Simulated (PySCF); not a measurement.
Planning a core-ionisation job on `C=CC[SiH2]C`.

Method: delta-SCF UKS SCAN, pcX-2 on the ionised atom, pcseg-1 elsewhere, spin-free X2C (PySCF 2.14.0). Geometry: PBE0-D3(BJ)/def2-SVP. Work: ΔSCF core ionisation, 6 holes, density fitting. A driver script takes a list of jobs; this job's settings line and coordinates (Å) are shown.

Command:
```bash
OMP_NUM_THREADS=1 python probes_run.py task.json out
```

Input:
```
{"job": {"kind": "xps"}, "charge": 0, "multiplicity": 1}
C      2.116825    -0.464090    -1.087138
C      1.738148    -0.139739     0.152494
C      0.769792     0.933592     0.520273
Si    -0.933641     0.219714     0.964567
C     -1.671441    -0.691109    -0.500912
H      1.754484     0.088269    -1.960513
H      2.808907    -1.289470    -1.272297
H      2.134377    -0.731436     0.988284
H      0.631921     1.648264    -0.308856
H      1.127440     1.507632     1.392121
H     -1.832258     1.340653     1.391174
H     -0.778072    -0.711758     2.127991
H     -2.639557    -1.145989    -0.242239
H     -0.990030    -1.489169    -0.834082
H     -1.831075    -0.004685    -1.347179
```

Hardware: one thread, Arm Neoverse V1 (aarch64), no GPU, shared host. PySCF's memory limit was set to 1760 MB.

Task: How large is the largest of the mixed bases?

Result: 166 functions.

Task: Estimate the wall time.

Result: About 52 s. The run took 100 SCF cycles in all, 8.7 s a hole on average.

Task: Estimate the peak memory.

Result: About 0.69 GiB. Peak memory is the resident size of the whole Python process, interpreter and libraries included.

The host was shared with other jobs, so the times are rough.
